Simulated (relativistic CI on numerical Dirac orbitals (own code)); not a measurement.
**Line list: Electric-dipole lines, Hf LII**

Computed by Dirac-Coulomb-Breit CI, orbitals from a KLI potential per configuration, QED by a radiative potential, unscaled Slater integrals (own radial code, finite nucleus).

Configurations in the expansion (outside the closed core [Ne]): 3s²3p⁶3d³, 3s²3p⁵3d⁴, 3s3p⁶3d⁴, 3s²3p⁶3d²4s, 3s²3p⁶3d²4p, 3s²3p⁶3d²4d, 3s²3p⁵3d³4s, 3s²3p⁶3d²4f, 3s²3p⁵3d³4p, 3s3p⁶3d³4s, 3p⁶3d⁴4p, 3s3p⁶3d³4p, 3s²3p⁶3d4s4p, 3s²3p⁶3d²5s, 3s3p⁶3d³4d, 3s²3p⁶3d²5p, 3s²3p⁶3d4p4d, 3s²3p⁶3d²5f, 3s3p⁶3d²4s4p, 3p⁶3d⁵, 3p⁵3d⁶, 3p⁵3d⁵4s, 3p⁶3d⁴4s, 3p⁵3d⁴4s², 3s²3p⁶3d4s², 3s²3p⁶4s²4p, 3s²3p⁶4s²4d, 3s²3p⁶3d4p², 3s²3p⁶4s4p², 3s²3p⁶4p³, 3s²3p⁶4p²4d, 3s²3p⁵3d4s4p². Double excitations out of closed p, d and f shells are left out; levels of such configurations are missing from the list, as are those of other unlisted configurations, and high levels can miss mixing partners. These lack a partner that the ground configuration has and come out too high: 3s²3p⁵3d³4p.

| λ vac (nm) | Lower | Upper | A (s⁻¹) | E lower (eV) | E upper (eV) |
| --- | --- | --- | --- | --- | --- |
| 1.9974 | 3s²3p⁶3d³ ²H9/2 [5] | 3s²3p⁵3d⁴ ²F°7/2 [144] | 4.35e+12 | 66.233 | 686.958 |
| 2.0096 | 3s²3p⁶3d³ ⁴F9/2 [9] | 3s²3p⁵3d⁴ ⁴D°7/2 [164] | 2.90e+12 | 125.907 | 742.856 |
| 2.0133 | 3s²3p⁶3d³ ⁴F7/2 [8] | 3s²3p⁵3d⁴ ²F°5/2 [160] | 3.08e+12 | 121.497 | 737.326 |
| 2.0200 | 3s²3p⁶3d³ ²H11/2 [12] | 3s²3p⁵3d⁴ ²G°9/2 [166] | 4.19e+12 | 135.390 | 749.165 |
| 2.0390 | 3s²3p⁶3d³ ⁴F3/2 [1] | 3s²3p⁵3d⁴ ⁴D°1/2 [137] | 6.21e+12 | 0.000 | 608.060 |
| 2.0444 | 3s²3p⁶3d³ ²G9/2 [17] | 3s²3p⁵3d⁴ ²F°7/2 [189] | 4.02e+12 | 191.072 | 797.542 |
| 2.0488 | 3s²3p⁶3d³ ²H11/2 [12] | 3s²3p⁵3d⁴ ²H°11/2 [161] | 4.27e+12 | 135.390 | 740.552 |
| 2.0714 | 3s²3p⁶3d³ ²G9/2 [17] | 3s²3p⁵3d⁴ ²H°11/2 [186] | 2.66e+12 | 191.072 | 789.638 |
| 2.1031 | 3s²3p⁶3d³ ⁴F5/2 [2] | 3s²3p⁵3d⁴ ⁴D°3/2 [139] | 2.28e+12 | 56.280 | 645.814 |
| 2.1073 | 3s²3p⁶3d³ ²G7/2 [4] | 3s²3p⁵3d⁴ ²G°7/2 [142] | 1.64e+12 | 66.211 | 654.567 |
| 2.1120 | 3s²3p⁶3d³ ²H9/2 [5] | 3s²3p⁵3d⁴ ²H°9/2 [141] | 2.45e+12 | 66.233 | 653.292 |
| 3.1591 | 3s²3p⁶3d³ ²H11/2 [12] | 3s²3p⁵3d⁴ ²G°9/2 [122] | 1.31e+12 | 135.390 | 527.862 |
| 3.1617 | 3s²3p⁶3d³ ⁴F5/2 [2] | 3s²3p⁵3d⁴ ⁴F°5/2 [73] | 7.85e+11 | 56.280 | 448.421 |
| 3.1680 | 3s²3p⁶3d³ ⁴F3/2 [1] | 3s²3p⁵3d⁴ ²D°3/2 [37] | 1.39e+12 | 0.000 | 391.365 |
| 3.2151 | 3s²3p⁶3d³ ²H9/2 [5] | 3s²3p⁵3d⁴ ²H°9/2 [77] | 1.17e+12 | 66.233 | 451.865 |
| 3.2259 | 3s²3p⁶3d³ ²D5/2 [7] | 3s²3p⁵3d⁴ ²F°5/2 [91] | 1.03e+12 | 91.055 | 475.398 |
| 3.2263 | 3s²3p⁶3d³ ²G7/2 [4] | 3s²3p⁵3d⁴ ⁴G°7/2 [74] | 1.14e+12 | 66.211 | 450.505 |
| 3.2459 | 3s²3p⁶3d³ ⁴F3/2 [1] | 3s²3p⁵3d⁴ ⁴G°5/2 [34] | 1.23e+12 | 0.000 | 381.972 |
| 3.2612 | 3s²3p⁶3d³ ⁴F9/2 [9] | 3s²3p⁵3d⁴ ²H°9/2 [109] | 9.64e+11 | 125.907 | 506.082 |
| 3.2977 | 3s²3p⁶3d³ ²H11/2 [12] | 3s²3p⁵3d⁴ ²H°11/2 [113] | 9.24e+11 | 135.390 | 511.363 |

Terms are leading LS components. Brackets give the number of a level in order of energy, since labels repeat. The list gives strong lines, with weight on those to low levels, without lines whose two gauges differ by over a factor of 2.5, among the lowest 400 of 3779 levels, so that lines to higher ones, which can be the strongest, are missing. Levels whose partners in the same complex of configurations lie outside the list can be far off, and so can their lines. Rates are taken at the computed energies, electric ones in the length gauge.

At this charge energies of transitions that change n are usually good to better than 1 %, and those within a shell (Δn = 0) to a few per cent.

LS names give the leading component of a level, which can be under half, so a name can repeat, a term be missing and a line seem to break the LS rules.
